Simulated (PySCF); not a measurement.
Stepwise substitution at one centre (In H-SH). All species are isolated molecules in the gas phase. One relaxed conformer stands for each flexible species; it need not be the lowest. Strings in code marks are SMILES.

The numbers are results of PBE-D3(BJ)/def2-TZVP in PySCF 2.14.0, not measurements. All candidates: neutral, multiplicity 1. 

```json
{
  "LUMO": "-2.41 eV",
  "HOMO–LUMO gap": "3.83 eV",
  "HOMO": "-6.24 eV"
}
```

Name which member has these values.
A) `[SH][InH2]`
B) `[SH][InH][SH]` (H–S–In–S torsion 0°, S–In–S–H torsion 0°)
C) `[InH3]`

A, `[SH][InH2]`. The others give `[SH][InH][SH]` (H–S–In–S torsion 0°, S–In–S–H torsion 0°): -2.15 eV, 4.08 eV, -6.23 eV; `[InH3]`: -2.65 eV, 4.34 eV, -6.99 eV
